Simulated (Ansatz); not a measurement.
Pulling on the O3–H4 bond in H2OSn (SMILES [OH][SnH]) (multiplicity 1 held, fragments rigid). Energies count from the point at 0.963 Å.
Geometry at that point (charge 0, multiplicity 1):
```xyz
4

Sn    -0.184    -0.150     0.195
H     -1.455     0.015    -1.072
O      1.215     0.799    -0.869
H      0.926     1.103    -1.736
```

Signs of static correlation in def2-SVP, with CASSCF(4,3), from Ansatz (an electronic-structure program) runs.

```json
[
 {"R (Å)": "0.771", "T1 of restricted CCSD": "0.021", "⟨S²⟩ of UHF": "0.000", "largest double amplitude of restricted CCSD": "0.070", "weight of the CASSCF reference in MRCISD": "0.914", "CASSCF natural occupations": "2.00 1.99 0.01"},
 {"R (Å)": "0.867", "T1 of restricted CCSD": "0.022", "⟨S²⟩ of UHF": "0.000", "largest double amplitude of restricted CCSD": "0.070", "weight of the CASSCF reference in MRCISD": "0.913", "CASSCF natural occupations": "2.00 1.99 0.01"},
 {"R (Å)": "0.963", "T1 of restricted CCSD": "0.023", "⟨S²⟩ of UHF": "0.000", "largest double amplitude of restricted CCSD": "0.069", "weight of the CASSCF reference in MRCISD": "0.912", "CASSCF natural occupations": "2.00 1.98 0.02"},
 {"R (Å)": "1.059", "T1 of restricted CCSD": "0.024", "⟨S²⟩ of UHF": "0.000", "largest double amplitude of restricted CCSD": "0.069", "weight of the CASSCF reference in MRCISD": "0.911", "CASSCF natural occupations": "2.00 1.97 0.03"},
 {"R (Å)": "1.156", "T1 of restricted CCSD": "0.025", "⟨S²⟩ of UHF": "0.000", "largest double amplitude of restricted CCSD": "0.068", "weight of the CASSCF reference in MRCISD": "0.910", "CASSCF natural occupations": "2.00 1.96 0.04"},
 {"R (Å)": "1.300", "T1 of restricted CCSD": "0.027", "⟨S²⟩ of UHF": "0.000", "largest double amplitude of restricted CCSD": "0.067", "weight of the CASSCF reference in MRCISD": "0.909", "CASSCF natural occupations": "2.00 1.93 0.07"},
 {"R (Å)": "1.445", "T1 of restricted CCSD": "0.030", "⟨S²⟩ of UHF": "0.334", "largest double amplitude of restricted CCSD": "0.066", "weight of the CASSCF reference in MRCISD": "0.908", "CASSCF natural occupations": "2.00 1.88 0.12"},
 {"R (Å)": "1.685", "T1 of restricted CCSD": "0.034", "⟨S²⟩ of UHF": "0.756", "largest double amplitude of restricted CCSD": "0.094", "weight of the CASSCF reference in MRCISD": "0.907", "CASSCF natural occupations": "2.00 1.76 0.24"},
 {"R (Å)": "1.926", "T1 of restricted CCSD": "0.040", "⟨S²⟩ of UHF": "0.910", "largest double amplitude of restricted CCSD": "0.217", "weight of the CASSCF reference in MRCISD": "0.906", "CASSCF natural occupations": "2.00 1.60 0.40"},
 {"R (Å)": "2.215", "T1 of restricted CCSD": "0.048", "⟨S²⟩ of UHF": "0.978", "largest double amplitude of restricted CCSD": "0.260", "weight of the CASSCF reference in MRCISD": "0.905", "CASSCF natural occupations": "2.00 1.40 0.60"},
 {"R (Å)": "2.600", "T1 of restricted CCSD": "(withheld)", "⟨S²⟩ of UHF": "1.006", "largest double amplitude of restricted CCSD": "(withheld)", "weight of the CASSCF reference in MRCISD": "0.904", "CASSCF natural occupations": "2.00 1.22 0.78"},
 {"R (Å)": "3.082", "T1 of restricted CCSD": "0.074", "⟨S²⟩ of UHF": "1.014", "largest double amplitude of restricted CCSD": "0.652", "weight of the CASSCF reference in MRCISD": "0.904", "CASSCF natural occupations": "2.00 1.10 0.90"}
]
```

Question: Some entries are withheld; supply them.

Answer: 
- 2.600, T1 of restricted CCSD: 0.060
- 2.600, largest double amplitude of restricted CCSD: 0.470

Doubts at one or more of the structures used: active orbitals that take no part (SC-NEVPT2 on CASSCF(4,3)/def2-SVP); a restricted determinant that unrestricted orbitals would lower (R-CCSD(T)/def2-SVP); other coupled-cluster roots lie near (R-CCSD(T)/def2-SVP); T1 above 0.05 (R-CCSD(T)/def2-SVP, U-CCSD(T)/def2-SVP); a spin-contaminated determinant (U-CCSD(T)/def2-SVP).
